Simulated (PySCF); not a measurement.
## Radial density of Bi⁺ (bismuth, charge +1)

BLYP, [Xe] 4f14 5d10 6s2 6p1 6d1, one real determinant (an excited configuration). Computed with PySCF 2.14 in aug-cc-pwCVTZ-DK3, with the spin-free X2C one-electron Hamiltonian (Gaussian nucleus).

| r (bohr) | 4πr²ρ (e/bohr) | 4πr²(ρα − ρβ) |
| --- | --- | --- |
| 0.0150 | 108.4 | 0.0041 |
| 0.0252 | 108.6 | 0.0098 |
| 0.0424 | 154.4 | 0.0091 |
| 0.0714 | 131.6 | 0.0017 |
| 0.120 | 143.5 | 0.0219 |
| 0.202 | 99.13 | 0.0001 |
| 0.340 | 100.2 | 0.0421 |
| 0.571 | 43.22 | 0.0407 |
| 0.961 | 23.26 | 0.0500 |
| 1.62 | 6.994 | 0.2373 |
| 2.72 | 1.436 | 0.5897 |
| 4.57 | 0.3237 | 0.3051 |
| 7.69 | 0.04947 | 0.0495 |
| 12.9 | 1.946e-05 | 0.0000 |

Densities and radii are taken from the X2C orbitals without a picture-change correction, which distorts them close to the nucleus.

⟨L²⟩ = 8.00 against 12 for a pure F term, so this real determinant mixes terms. Spin-orbit coupling, absent here, splits the open shell strongly. The outer electron is Rydberg-like, and this basis confines it to a smaller radius and binds it less than a complete one would.
